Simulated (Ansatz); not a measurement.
Molecule: PbO, charge 0, multiplicity 1. SMILES: [O]=[Pb]
Geometry: optimised at B3LYP-D3(BJ)/def2-TZVP (Ansatz, a quantum-chemistry and plane-wave program).

Computed values are from Ansatz. Valence correlation only, unless marked. UHF or UKS for open shells. No spin-orbit coupling. The frozen core is the preceding noble-gas configuration, with the filled d and f shells of earlier blocks. Past Kr the def2 sets carry scalar-relativistic core potentials. Basis-set limits of correlation are two-point, X^-3; Hartree-Fock from the larger set.

```
Property                                                                                   Result
-------------------------------------------  ----------------------------------------------------
atomisation energy De                        487.3 kJ/mol at CCSD(T)/CBS(def2-TZVPPD,def2-QZVPPD)
vertical ionisation energy (to the doublet)       9.44 eV at CCSD(T)/CBS(def2-TZVPPD,def2-QZVPPD)
total energy                                 -267.0781 Eh at CCSD(T)/CBS(def2-TZVPPD,def2-QZVPPD)
dipole moment                                                         4.60 D at CCSD(T)/def2-SVPD
```

The Hartree-Fock reference is unstable (checked in the largest basis), which strains HF and MP2. The T1 diagnostic of CCSD in the largest basis is 0.044, which is high, so the coupled-cluster rows are less sure than usual.
